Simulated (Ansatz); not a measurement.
`C[O][GeH]([F])[C]#N` → `C#N` + `C[O][Ge][F]` at 500 K and 1 bar (germylene formation by 1,1-elimination).

Program: Ansatz. Geometries: PBE0-D4/def2-TZVP. ΔE: electronic, gas phase. CCSD(T)/CBS is the MP2 limit (def2-TZVPP, def2-QZVPP) plus CCSD(T) − MP2 in def2-TZVPP, frozen cores. This one scheme is used for every species. For Ge outer-core shells are correlated without core-valence functions, which leaves a few kJ/mol of doubt a bond. Scalar relativity is left out up to krypton. Each species was taken in one conformer, which may not be the lowest.

| species | CCSD(T)/CBS energy (Eh) | H − E (kJ/mol) | S (J/(mol·K)) |
| --- | --- | --- | --- |
| `C[O][GeH]([F])[C]#N` | -2384.32058 | 210.6 | 449.1 |
| `C#N` | -93.32098 | 60.1 | 220.8 |
| `C[O][Ge][F]` | -2290.98541 | 149.4 | 365.0 |

H − E and S are ideal-gas, rigid-rotor, harmonic terms from PBE0-D4/def2-TZVP, for one conformer and one mirror image of each species. 1 Eh = 2625.50 kJ/mol, R = 8.31446 J/(mol·K).

Problem. By hand: ΔE, ΔH, ΔS and ΔG.

Solution. ΔE = (-93.32098) + (-2290.98541) − (-2384.32058) = 0.01419 Eh = 37.3 kJ/mol. Δ(H − E) = 60.1 + 149.4 − 210.6 = -1.1, so ΔH = 36.2 kJ/mol. ΔS = 220.8 + 365.0 − 449.1 = 136.7 J/(mol·K). ΔG = 36.2 − 500 × (136.7)/1000 = -32.1 kJ/mol.

Problem. By hand: the equilibrium constant, and the temperature at which ΔG would vanish if ΔH and ΔS stayed fixed.

Solution. log₁₀ K = −ΔG/(RT ln 10) = 3.4. ΔG = 0 at ΔH/ΔS = 265 K.

The number of gas molecules changes by +1, which sets the sign of ΔS. A doubt of 5 kJ/mol in ΔE shifts log₁₀ K by 0.5 here. Other conformers and mirror images would add mixing entropy, several J/(mol·K) or more a flexible species. Modes under 60 cm⁻¹, often nearly free rotors, make the harmonic entropy too high. These are equilibria of isolated gas molecules and say nothing of rates. Largest T1 diagnostic: 0.015 (customary marks: 0.02 for closed shells, 0.045 for open ones).
